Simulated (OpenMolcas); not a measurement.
Computed levels of 3s2 3p in ions with 13 electrons, in cm-1 above 2P* 1/2.

```yaml
Program: OpenMolcas 26.06
Method: SS-CASPT2, IPEA 0.25 Eh, imaginary shift 0.1 Eh
Basis: ANO-RCC-VQZP
Scalar_Hamiltonian: DKH2, point nucleus
Spin-orbit_coupling: state interaction with AMFI integrals over the reference wave functions, term energies averaged over their components
```

Active space for each ion: 1 electron in 3 orbitals (3p); closed shells correlated by CASPT2: 2s 2p 3s.

```
  Level    Al  Si+  P2+  Cl4+  Ar5+
2P* 3/2  93.0  252  494  1370  2056
```

Task: Estimate 2P* 3/2 for S3+ from its neighbours P2+ and Cl4+.

Result: 2P* 3/2 is fine structure, which grows about as the fourth power of a screened charge, so the fourth roots are averaged: ((494^0.25 + 1370^0.25) / 2)^4 = 850. The calculation gives 860, so the estimate is off by -1.2 %; the measured value is 951 (NIST levels in Podobedova, Kelleher and Wiese, J. Phys. Chem. Ref. Data 38, 171 (2009)).

With one active electron, CASPT2 adds the correlation within the correlated inactive shells and between them and that electron, and leaves the splitting within a term as the reference gives it. Computed and measured levels are paired by configuration, term and J; levels that our copy of the source lacks, or whose pairing is in doubt (as where it misses far off the trend of its configuration), stay unpaired and out of the deviations. Levels of configurations outside the active space are missing.

* marks odd parity.
